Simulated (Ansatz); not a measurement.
C₂H₆AlFSi, SMILES `F/C=[C](/[AlH2])[SiH3]`. The species carries charge 0 and has multiplicity 1. The geometry is a stationary point of PBE0-D4/def2-TZVP.

```xyz
11

F     0.952   -2.273    0.138
C     0.772   -1.168   -0.602
C     0.114   -0.101   -0.166
Al    0.019    1.338   -1.453
Si   -0.616   -0.085    1.550
H     1.240   -1.302   -1.576
H     0.716    1.092   -2.859
H    -0.724    2.691   -1.103
H     0.445   -0.200    2.586
H    -1.329    1.204    1.750
H    -1.588   -1.195    1.734
```

Task: What is the dipole moment at B3LYP/def2-TZVPP? (An estimate is asked.)

Result: Computed: 1.01 D, with components (0.24, 0.32, -0.92) D in this frame, pointing from negative to positive charge.

Task: And with PBE, r2SCAN, ωB97M-V? (An estimate is asked.)

Result: Ansatz gave: PBE 0.89 D, r2SCAN 0.95 D, ωB97M-V 1.05 D.

Task: Give the Mulliken charges with B3LYP, r2SCAN, ωB97M-V in def2-TZVPP. (An estimate is asked.)

Result: Ansatz gave: 
```csv
atom,B3LYP,r2SCAN,ωB97M-V
F1,-0.19,-0.18,-0.18
C2,0.12,0.18,0.12
C3,-0.26,-0.38,-0.34
Al4,0.40,0.48,0.39
Si5,0.27,0.30,0.18
H6,0.12,0.10,0.12
H7,-0.14,-0.16,-0.11
H8,-0.13,-0.14,-0.10
H9,-0.06,-0.07,-0.02
H10,-0.07,-0.07,-0.03
H11,-0.06,-0.07,-0.02
```

B3LYP here is the variant with VWN-RPA as its local correlation; programs differ in this.
